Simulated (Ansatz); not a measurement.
Z-matrix (Å, degrees):
```
C
O 1 1.413
H 1 1.094 2 110.4
H 1 1.094 2 111.6 3 -121.5
H 1 1.091 2 108.2 3 119.0
Si 2 1.637 1 125.5 3 90.5
S 6 2.140 2 107.2 1 136.8
H 6 1.485 2 109.2 1 16.1
H 6 1.482 2 112.6 1 -107.1
Si 7 2.108 6 95.7 2 -32.3
F 10 1.589 7 111.1 6 -48.2
F 10 1.585 7 106.3 6 -164.3
H 10 1.468 7 115.5 6 75.8
```

Total charge 0; spin multiplicity 1.

List the ωB97M-V/def2-TZVPP orbital energies in eV (Ansatz 0.2.0). (An estimate is asked.)

Computed: Occupied: -2426.77, -1809.22, -1808.29, -677.86, -677.73, -526.66, -283.16, -220.82, -163.89, -163.86, -163.78, -150.03, -149.23, -104.20, -104.18, -104.11, -103.37, -103.35, -103.31, -36.65, -36.14, -31.75, -23.57, -22.37, -18.87, -18.00, -16.81, -16.43, -16.15, -15.79, -15.69, -15.42, -15.12, -14.70, -13.83, -12.97, -12.53, -11.78, -11.58, -10.97, -10.15. Lowest empty: 1.42, 2.01, 2.54, 2.79, 3.23, 3.48, 3.61, 3.82.
